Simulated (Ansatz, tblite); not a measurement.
Removing and adding an electron: Si₈O₂₆H₂₀. Charge 0, multiplicity 1. Geometry: PBE-D4/def2-SVP. Ansatz, gas phase; energy differences of separate SCF runs; the oxidised species was run as a doublet alone; the reduced species was run as a doublet alone.

Cartesian coordinates in Å:
```
Si 0.833 -0.642 0.688
Si 0.646 1.825 2.679
Si 2.700 -2.662 -0.441
Si -2.909 2.085 -0.138
Si 1.454 2.389 -2.001
Si -1.717 -2.241 -0.375
Si 1.192 -0.728 -2.451
Si -0.724 -0.723 3.375
O 1.377 3.614 -3.110
O 0.405 2.685 -0.754
O -0.223 3.180 2.340
O 3.009 2.078 -1.545
O 0.826 1.106 -3.000
O -0.161 -1.290 -3.198
O 1.437 -0.078 -0.930
O 2.535 -0.785 -3.416
O 1.555 -2.597 -1.709
O -2.192 3.482 -0.635
O -4.555 2.249 -0.265
O -2.412 1.828 1.451
O 0.954 0.966 1.262
O -2.514 0.720 -1.029
O -2.514 -1.857 -1.797
O -2.714 -2.593 0.877
O -0.659 -0.998 -0.116
O -0.724 -3.559 -0.782
O 2.961 -4.215 0.066
O 2.114 2.236 3.322
O 2.148 -1.748 0.806
O 4.021 -2.104 -1.288
O -0.217 0.824 3.718
O -2.349 -0.668 2.813
O 0.196 -1.328 2.187
O -0.859 -1.629 4.754
H 1.564 4.509 -2.781
H 0.607 2.122 0.051
H -1.143 2.921 2.065
H 3.007 1.220 -1.063
H 0.763 1.299 -3.956
H -1.042 -1.399 -2.760
H 3.240 -1.347 -3.032
H 0.691 -3.087 -1.518
H -1.206 3.391 -0.711
H -4.819 3.156 -0.500
H -2.555 0.946 1.871
H -1.634 0.344 -0.772
H -2.937 -0.961 -1.704
H -2.642 -1.953 1.634
H -1.181 -4.387 -1.013
H 2.513 -4.416 0.908
H 2.100 3.071 3.820
H 4.843 -1.968 -0.786
H -2.998 -0.696 3.542
H -0.089 -1.590 5.348
```

The xTB rows come from tblite. Single mean-field runs in def2-SVP are fitted with def2-universal-jkfit. In the singlet geometry the species has come apart into loosely held pieces. In the doublet geometry the species has come apart into loosely held pieces.

| level | −HOMO (eV) | vertical IE (eV) | −LUMO (eV) | vertical EA (eV) | HOMO–LUMO gap (eV) | IE − EA (eV) | remarks |
| --- | --- | --- | --- | --- | --- | --- | --- |
| GFN1-xTB | 11.05 | 13.17 | 3.85 | 2.25 | 7.21 | 10.91 | – |
| GFN2-xTB | 11.48 | 13.52 | 3.75 | 1.86 | 7.73 | 11.66 | – |
| r2SCANh-D4/def2-SVP | 7.84 | 9.48 | 0.16 | -1.06 | 7.67 | 10.54 | HOMO above zero (-1 doublet) |

(1) Estimate the rows for PBE-D4/def2-SVP, PBE0-D4/def2-SVP.

Results:

(1) 
| level | −HOMO (eV) | vertical IE (eV) | −LUMO (eV) | vertical EA (eV) | HOMO–LUMO gap (eV) | IE − EA (eV) | remarks |
| --- | --- | --- | --- | --- | --- | --- | --- |
| PBE-D4/def2-SVP | 6.65 | – | 0.91 | -0.51 | 5.74 | – | HOMO above zero (-1 doublet) |
| PBE0-D4/def2-SVP | 8.49 | 9.85 | 0.01 | -1.02 | 8.49 | 10.87 | HOMO above zero (-1 doublet) |

Run but left out: PBE-D4/def2-SVP (charge +1 doublet: an occupied level 0.00 eV above an empty one).   A HOMO above zero means that the electron is unbound at that level or that self-interaction error raises the level; the energy of removing that electron tells which. Raw xTB energy differences between charge states are shifted by several eV; the methods need an empirical correction for them. Sets without diffuse functions give affinities that are too small. A negative affinity means that the extra electron isn't bound; its size then hangs on the basis.
